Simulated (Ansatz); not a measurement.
Start from `C=CC(=C)[TeH]` and change one atom or group to get `C=C(N)[TeH]`.

Ansatz, PBE0-D4/def2-TZVP geometries, multiplicity 1. Each molecule was computed in one conformer, which needn't be the lowest.

Elements past krypton have def2 core potentials.

```tsv
property	`C=CC(=C)[TeH]`
HOMO energy (PBE0/def2-TZVPP) / eV	-6.18
HOMO energy (PBE/def2-TZVPP) / eV	-5.18
HOMO–LUMO gap (B3LYP/def2-TZVPP) / eV	4.57
size of the dipole moment (B3LYP/def2-TZVPP) / D	0.85
LUMO energy (PBE/def2-TZVPP) / eV	-2.13
LUMO energy (ωB97M-V/def2-TZVPP) / eV	0.83
```

What does the change do to each property? (Best estimate.)

Computed: 
```tsv
property	`C=C(N)[TeH]`	shift
HOMO energy (PBE0/def2-TZVPP) / eV	-6.08	0.10
HOMO energy (PBE/def2-TZVPP) / eV	-5.03	0.15
HOMO–LUMO gap (B3LYP/def2-TZVPP) / eV	4.99	0.42
size of the dipole moment (B3LYP/def2-TZVPP) / D	1.60	0.75
LUMO energy (PBE/def2-TZVPP) / eV	-1.48	0.65
LUMO energy (ωB97M-V/def2-TZVPP) / eV	1.19	0.36
```

With PBE0 the HOMO rises by 0.10 eV and the LUMO rises by 0.56 eV, so the gap widens by about 0.46 eV. PBE moves the HOMO by 0.15 eV and ωB97M-V by 0.08 eV. Dipoles are sizes alone; their direction can turn.

B3LYP here is the variant with VWN-RPA as its local correlation; programs differ in this.

Spin–orbit coupling is left out; it splits and shifts lone-pair levels of the heavy atoms by tenths of an eV.
